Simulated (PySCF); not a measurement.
This PySCF input asks for the NMR shieldings of SMILES C1C([SiH2]B(O)O)CCC1, C5H13BO2Si; the geometry comes from GFN2-xTB.

```python
import basis_set_exchange as bse
import numpy as np
from pyscf import gto, dft
from pyscf.prop import nmr

atoms = """
O     3.741805    0.423256   -0.468078
B     2.577220    0.332684    0.218051
O     2.142886    1.324994    1.033757
Si    1.500124   -1.309874    0.018723
C    -0.367729   -0.930577   -0.154534
C    -0.985086   -0.271941    1.078681
C    -2.324346    0.285691    0.581829
C    -2.137628    0.533524   -0.927605
C    -0.706360    0.082366   -1.248742
H     4.269553    1.220416   -0.366034
H     2.687839    2.111449    1.122383
H     1.604976   -2.242920    1.161613
H     1.868213   -2.124981   -1.154733
H    -0.919583   -1.852154   -0.360589
H    -0.342088    0.541535    1.417702
H    -1.110886   -0.971732    1.903393
H    -3.116530   -0.445887    0.746624
H    -2.599886    1.197132    1.112324
H    -2.854422   -0.058097   -1.498389
H    -2.292660    1.580706   -1.188229
H    -0.024647    0.933660   -1.180266
H    -0.621174   -0.339866   -2.249515
"""
names = dict.fromkeys(["O", "B", "Si", "C", "H"], "pcSseg-1")
basis = {el: gto.basis.parse(bse.get_basis(n, elements=[el], fmt="nwchem")) for el, n in names.items()}
mol = gto.M(atom=atoms, basis=basis, charge=0, verbose=0)
mf = dft.RKS(mol, xc="PBE0")
mf.grids.level = 2
mf.grids.alignment = dft.numint.BLKSIZE   # the property module wants whole blocks of grid points
mf.conv_tol = 1e-9
mf.kernel()

calc = nmr.RKS(mf)   # GIAO
C = mf.mo_coeff
Co = C[:, mf.mo_occ > 0]
resp = mf.gen_response(singlet=True, hermi=2)
def vind(x):   # induced exchange potential for any number of trial vectors
    d = np.einsum("pi,xij,qj->xpq", C, 2 * x.reshape(-1, C.shape[1], Co.shape[1]), Co, optimize=True)
    return np.einsum("xpq,pi,qj->xij", resp(d - d.transpose(0, 2, 1)), C, Co, optimize=True).ravel()
mo1, _ = nmr.rhf.solve_mo1(calc, with_cphf=vind)
sigma = calc.kernel(mo1)
for i, s in enumerate(sigma):   # ppm
    w = np.linalg.eigvalsh((s + s.T) / 2)
    print("%2d %-2s iso %8.1f  s11 %8.1f  s22 %8.1f  s33 %8.1f" % (i, mol.atom_pure_symbol(i), w.mean(), *w))
```

Problem. What are the results?

Solution. 
```
 0 O  iso    184.5  s11     78.1  s22    233.0  s33    242.4
 1 B  iso     70.6  s11     52.4  s22     64.3  s33     95.3
 2 O  iso    191.6  s11     92.5  s22    237.3  s33    244.9
 3 Si iso    428.1  s11    390.5  s22    416.4  s33    477.4
 4 C  iso    160.2  s11    142.1  s22    166.1  s33    172.5
 5 C  iso    152.4  s11    122.7  s22    161.6  s33    172.9
 6 C  iso    158.9  s11    129.0  s22    170.5  s33    177.4
 7 C  iso    158.5  s11    127.4  s22    170.7  s33    177.4
 8 C  iso    151.0  s11    124.2  s22    156.2  s33    172.4
 9 H  iso     27.7  s11     22.4  s22     23.2  s33     37.6
10 H  iso     27.9  s11     22.4  s22     23.2  s33     38.0
11 H  iso     27.8  s11     24.0  s22     26.0  s33     33.2
12 H  iso     27.9  s11     23.9  s22     26.1  s33     33.7
13 H  iso     30.9  s11     26.9  s22     28.3  s33     37.4
14 H  iso     29.9  s11     23.5  s22     29.8  s33     36.4
15 H  iso     29.9  s11     24.7  s22     28.5  s33     36.7
16 H  iso     30.1  s11     24.5  s22     28.0  s33     37.7
17 H  iso     29.9  s11     24.9  s22     27.5  s33     37.4
18 H  iso     30.0  s11     24.4  s22     28.0  s33     37.7
19 H  iso     29.9  s11     24.9  s22     27.6  s33     37.3
20 H  iso     30.6  s11     24.8  s22     30.6  s33     36.4
21 H  iso     29.8  s11     24.5  s22     28.4  s33     36.4
```

These numbers come from an equivalent density-fitted implementation of the same equations, which agrees with the script to about 0.01 ppm for H and up to a few tenths of a ppm for heavy atoms, so last digits may differ.

Size and cost of the density-fitted run: 225 basis functions, 59 s wall time on 1 thread of an Intel Xeon Platinum 8488C, shared host; peak memory 1.1 GiB.
